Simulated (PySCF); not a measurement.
A calculated (UHF, PySCF 2.14, aug-cc-pVDZ-DK, the spin-free X2C one-electron Hamiltonian (Gaussian nucleus)) atom or ion has these occupied shells.

```
shell  electrons  orbital energy (eV)  rms radius, mean of both spins (bohr)
   1s          2              -704.04                                  0.204
   2s          2              -29.483                                   1.15
   2p          6               -4.921                                   1.49
```

(1) Name the element and its charge.

Answers

(1) F⁻ (fluorine, charge -1), in [Ne], closed-shell 1S.
